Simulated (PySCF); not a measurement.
ClH6NSi3, SMILES Cl[SiH]1[SiH2]N[SiH2]1. Heavy atoms are numbered as in [Cl:1][SiH:2]1[SiH2:3][NH:4][SiH2:5]1. Hydrogens are named by the atom that carries them.

The structure is a stationary point at PBE0-D3(BJ)/def2-SVP. The structure was generated by enumeration, and PubChem lists no compound with its InChIKey, so it may never have been made.

Computed with HF/def2-TZVP run with PySCF.

ESP charges are fitted to the potential on shells at 1.4 to 2.0 van der Waals radii. Atomic charges (e), one atom of each kind:

```
atom        Mulliken  ESP fit
----------  --------  -------
Cl1            -0.32      ___
Si2 (SiH)       0.28    -0.01
Si3 (SiH2)      0.40      ___
N4 (NH)        -0.75    -0.77
H on Si2       -0.02     0.00
H on Si3       -0.06    -0.12
H on N4         0.23      ___
```

Question: Fill in the missing entries. (An estimate is asked for; the answer gives what the named calculation found.)

Answer: 
- Cl1, ESP fit: -0.16
- Si3 (SiH2), ESP fit: 0.52
- H on N4, ESP fit: 0.37

Computed Mayer and Wiberg (Löwdin basis) orders of the bonds:
```tsv
bond	Mayer	Wiberg
Cl1–Si2	1.02	1.75
Si2–Si3	0.94	1.04
Si3–N4	1.04	1.37
Si2–Si5	0.94	1.04
N4–Si5	1.04	1.37
```
